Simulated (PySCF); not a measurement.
**First hyperpolarisability: `FC(F)(F)c1cc[cH-]c1`, [C$_{6}$H$_{4}$F$_{3}$]-, charge -1**

Geometry (Å), atoms numbered from 1 in this order:
```xyz
13

F     2.2832    1.4690    0.3009
C     1.8715    0.2175   -0.0173
F     2.5441   -0.6214    0.8134
F     2.4437   -0.0176   -1.2399
C     0.4215    0.0551    0.0337
C    -0.5344    1.0862   -0.1438
C    -1.8060    0.4973   -0.1009
C    -1.6433   -0.8965    0.0986
C    -0.2710   -1.1732    0.1774
H    -0.3058    2.1455   -0.2787
H    -2.7590    1.0267   -0.1925
H    -2.4493   -1.6308    0.1880
H     0.1925   -2.1502    0.3321
```

Total charge -1.

The calculation used PySCF 2.14.0, quadratic response CAM-B3LYP/aug-cc-pVDZ first hyperpolarisability, Taylor convention, gas phase. Geometry: PBE0-D3(BJ)/def2-SVP.

For a gas-phase anion, states above the detachment energy (about 2.2 eV, taken as minus the energy of the highest occupied orbital) lie in the continuum and depend on the basis.

Q: Give β for the processes computed.

A: In au, Taylor convention; the vector part is βᵢ = ⅓ Σⱼ (βᵢⱼⱼ + βⱼᵢⱼ + βⱼⱼᵢ):
```
                   process  λ (nm)  β vector norm  β HRS  depolarisation ratio
           static β(0;0,0)       ∞          404.1  181.1                  3.98
second harmonic β(−2ω;ω,ω)    1907          449.8  204.4                  3.97
         Pockels β(−ω;ω,0)    1907          418.1      –                     –
second harmonic β(−2ω;ω,ω)    1064          620.6  295.7                  3.84
         Pockels β(−ω;ω,0)    1064          453.5      –                     –
```

Q: Which lowest excitations and polarisabilities go with it?

A: S1 3.37 eV (f = 0.000); S2 3.45 eV (f = 0.013); S3 3.67 eV (f = 0.019); isotropic α 88.9 au static, 89.3 au at 1907 nm, 90.4 au at 1064 nm, 90.9 au at 953.5 nm, 96.4 au at 532 nm.
